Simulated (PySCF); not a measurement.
## Te⁺: excitation energy

Te⁺ [Kr] 4d10 5s2 5p3 (4S) → Te⁺ [Kr] 4d10 5s2 5p2 6s1 (4P), as a difference of total energies. Calculation: PySCF 2.14, in aug-cc-pVTZ-PP with ECP28MDF; a scalar-relativistic core potential. Correlated levels: valence: 4s2 4p6 4d10 frozen. The calculations carry no spin-orbit coupling.

```
           method  excitation energy (eV)
              UHF                  10.200
              LDA                   9.981
              PBE                   9.874
             PBE0                  10.121
          r2SCAN0                  10.485
            B97-3                  10.154
           PBEsol                   9.972
            wB97X                  10.294
    MP2 (valence)                  10.297
SCS-MP2 (valence)                  10.274
```

How much does correlation contribute at MP2 (valence)?

10.297 − (10.200) = 0.097 eV, measured against UHF.

The promoted electron is Rydberg-like, and one or two diffuse shells describe it only roughly, which tends to raise the upper state.
